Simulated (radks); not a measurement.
Ti V, 18 electrons, occupied as [He] 2s2 2p5 3s2 3p6 4p1 (not the ground configuration). All-electron calculation, scalar-relativistic Kohn-Sham, PBE, spin-unpolarised, spherical densities, finite nucleus; Fermi nuclear charge, rms radius 3.5921 fm. Program: a radial shooting solver on a logarithmic mesh with Libxc functionals.

Normalised radial functions P(r) = r R(r), r in bohr:

| r | 1s | 3p |
|---|---|---|
| 0.005656 | 1.0397 | 0.0043 |
| 0.007306 | 1.2909 | 0.0070 |
| 0.009513 | 1.5959 | 0.0115 |
| 0.01229 | 1.9332 | 0.0184 |
| 0.01587 | 2.3007 | 0.0294 |
| 0.02067 | 2.6879 | 0.0469 |
| 0.0267 | 3.0334 | 0.0730 |
| 0.03449 | 3.2957 | 0.1114 |
| 0.04491 | 3.4106 | 0.1680 |
| 0.05801 | 3.3075 | 0.2423 |
| 0.07494 | 2.9584 | 0.3356 |
| 0.09758 | 2.3651 | 0.4436 |
| 0.126 | 1.6631 | 0.5396 |
| 0.1628 | 0.9864 | 0.5912 |
| 0.212 | 0.4580 | 0.5460 |
| 0.2739 | 0.1637 | 0.3587 |
| 0.3538 | 0.0409 | 0.0161 |
| 0.4606 | 0.0060 | -0.4436 |
| 0.595 | 0.0005 | -0.8630 |
| 0.7686 | 0.0000 | -1.0972 |
| 0.9929 | 0.0000 | -1.0490 |
| 1.293 | 0.0000 | -0.7585 |
| 1.67 | 0.0000 | -0.4157 |
| 2.157 | 0.0000 | -0.1642 |
| 2.809 | 0.0000 | -0.0414 |
| 3.629 | 0.0000 | -0.0064 |
| 4.687 | 0.0000 | -0.0005 |
| 6.104 | 0.0000 | 0.0000 |
| 7.884 | 0.0000 | 0.0000 |

1s: eigenvalue -4994.2 eV, 0 radial nodes, <r> = 0.0696 bohr, 90 % of the charge inside 0.124 bohr. 3p: eigenvalue -103.95 eV, 1 radial node at r = 0.357 bohr, <r> = 0.963 bohr, 90 % of the charge inside 1.46 bohr.
